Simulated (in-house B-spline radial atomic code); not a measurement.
**Response and correlation of Ag²⁹⁺**

Closed shell [Ne] 3s2 3p6. Computed with a B-spline radial code for spherical atoms: Dirac-Hartree-Fock, relativistic RPA (time-dependent Dirac-Hartree-Fock) for the response and second-order many-body perturbation theory for correlation, no-pair Dirac-Coulomb Hamiltonian, finite nucleus.

Command:
```bash
python run_mb.py task.json out
```
Settings (nuclear radius in fm, box in bohr, cutoff in hartree):
```
basis_form          2
Z                   47
core_configuration  [Ne] 3s2 3p6
rms_radius          4.5454
mass_number         107
speed_of_light      137.036
box_radius          2.962
lmax                7
intervals           57
virtual_cutoff      55225.0
```

Run time, properties included: 1.1 s on 1 thread of AMD EPYC 9R45 (shared host).

```csv
"multipole (bohr³, bohr⁵, bohr⁷)",uncoupled,coupled RPA
dipole,0.029797,0.027678
quadrupole,0.0019801,?
octupole,0.00043629,0.00052585
```

(1) What is the coupled quadrupole polarisability?

(2) Which subshells carry the dipole polarisability?

(3) What does the dipole shielding factor come to?

Dipole polarisability at imaginary frequency:

```json
{"u (Eh)": "0", "α(iu) (bohr³)": "0.02768"}
{"u (Eh)": "8.22", "α(iu) (bohr³)": "0.01399"}
{"u (Eh)": "24.6", "α(iu) (bohr³)": "0.0047"}
{"u (Eh)": "49.3", "α(iu) (bohr³)": "0.002167"}
{"u (Eh)": "82.2", "α(iu) (bohr³)": "0.001125"}
{"u (Eh)": "164", "α(iu) (bohr³)": "0.0004118"}
{"u (Eh)": "329", "α(iu) (bohr³)": "0.000129"}
{"u (Eh)": "822", "α(iu) (bohr³)": "2.377e-05"}
```

(4) What dispersion coefficients follow for two such ions (the dispersion part alone)?

Lowest J = 1 odd-parity excitations:

```
energy (eV)  oscillator strength  leading channel  weight
     133.52             3.44e-07     3p3/2 → d3/2   0.847
     163.55                0.188     3p3/2 → d5/2   0.566
     204.08                 1.04     3p1/2 → d3/2   0.792
     791.85                0.251     3p3/2 → s1/2   0.996
     831.38                0.129     3p1/2 → s1/2   0.994
     900.74              0.00725     3p3/2 → d3/2   0.797
     907.46                 1.51     3p3/2 → d5/2   0.806
     944.71                0.724     3p1/2 → d3/2   0.974
```

Second-order correlation energy by the highest angular momentum of the excited pair (hartree): s -0.02145, p -0.1689, d -0.6001, f -0.1333, g -0.05177, h -0.01903, i -0.008634, k -0.004457.

(5) What is the second-order correlation energy at the partial-wave limit?

Answers

(1) 0.0021199 atomic units, +7 % against the uncoupled value.

(2) 3p3/2 69.7 %, 3p1/2 27.9 %, 3s1/2 2.0 %.

(3) The dipole shielding factor is 0.383, against the exact N/Z = 18/47 = 0.383 of the non-relativistic theorem.

(4) C6 = (3/π)∫α(iu)²du = 0.005223 hartree·bohr⁶ and C8 = 0.003021 hartree·bohr⁸.

(5) The listed waves sum to -1.0076 hartree; extrapolating the increments as (l + 1/2)⁻⁴ gives -1.0167 hartree, -1.54 eV per electron.
